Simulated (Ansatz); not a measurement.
`O[SiH2][AlH][SiH3]` + `FB[O][GeH3]` → `O[SiH2]OBF` + `[SiH3][AlH][GeH3]`  (redistribution)

Program: Ansatz. Geometries: PBE0-D4/def2-TZVP. ΔE: electronic, gas phase. CCSD(T)/CBS adds triple-zeta CCSD(T) − MP2 to the extrapolated MP2 energy (def2 sets, frozen cores). Functionals use def2-TZVPP. B3LYP here is the variant with VWN-RPA as its local correlation; programs differ in this. For Ge outer-core shells are correlated without core-valence functions, which leaves a few kJ/mol of doubt a bond. Scalar relativity is left out up to krypton. One conformer a species, not always the lowest.

`O[SiH2][AlH][SiH3]`:

```xyz
11

O     0.352    0.817   -2.272
Si    0.039   -0.765   -1.869
Al    0.047   -1.104    0.576
Si   -0.064    0.882    2.029
H    -0.071    1.493   -1.741
H     1.089   -1.556   -2.567
H    -1.273   -1.209   -2.441
H     0.113   -2.553    1.233
H    -0.381    2.117    1.252
H    -1.098    0.758    3.097
H     1.246    1.121    2.702
```

`FB[O][GeH3]`:

Z-matrix (Å, degrees):
```
Ge
O 1 1.794
H 1 1.535 2 108.4
H 1 1.532 2 105.8 3 120.5
H 1 1.532 2 105.8 3 -120.5
B 2 1.337 1 127.1 3 0.5
F 6 1.328 2 118.4 1 179.8
H 6 1.202 2 123.7 1 -0.2
```

`O[SiH2]OBF`:

Z-matrix (Å, degrees):
```
Si
O 1 1.648
O 1 1.635 2 113.0
H 1 1.474 2 107.4 3 116.7
H 1 1.482 2 105.9 3 -122.1
B 2 1.341 1 138.5 3 5.3
H 3 0.958 1 119.3 2 -76.3
F 6 1.325 2 118.3 1 -177.8
H 6 1.197 2 123.4 1 2.7
```

`[SiH3][AlH][GeH3]`:

Cartesian coordinates in Å:
```
Si 0.048 2.142 0.011
Al 0.573 -0.095 -0.860
Ge -0.294 -2.075 0.356
H -1.431 2.329 0.093
H 0.601 3.257 -0.807
H 0.579 2.290 1.398
H 1.451 -0.285 -2.173
H -1.834 -2.038 0.447
H 0.218 -2.097 1.812
H 0.088 -3.427 -0.276
```

```csv
level,ΔE (kJ/mol),difference from CCSD(T)/CBS
PBE-D4,-110.4,14.1
r2SCAN-D4,-122.2,2.3
B3LYP-D4,-121.1,3.4
ωB97M-V,-124.9,-0.4
r2SCAN,-122.3,2.2
SCS-MP2/def2-TZVPP,-120.0,4.5
CCSD/def2-TZVPP,-121.6,2.9
CCSD(T)/def2-TZVPP,-119.5,5.0
HF/def2-QZVPP,-126.8,-2.3
HF/CBS(def2),-126.8,-2.3
CCSD(T)/CBS,-124.5,0
```

Largest T1 diagnostic among the species: 0.013.

From PBE to PBE0 (25 % exact exchange), in def2-TZVPP and without D4, ΔE moves by −6.5 kJ/mol.
